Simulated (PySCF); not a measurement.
Electron correlation in Cu (copper, neutral)

[Ar] 3d10 4s1, 2S determinant. Calculation: PySCF 2.14, in def2-QZVPPD (11s6p5d4f2g, 100 functions); no relativity, point nucleus. Frozen: [Ar]; 11 electrons correlated.

MP2 pair energies summed by pair of shells (mhartree):

```tsv
pair	energy	share (%)
3d-3d	-483.49	94.8
3d-4s	-26.46	5.2
```

Total MP2 correlation energy: -509.95 mhartree.

Same-spin part -188.17 and opposite-spin part -321.77 mhartree; SCS-MP2 scales them by 1/3 and 6/5 to -448.85 mhartree.
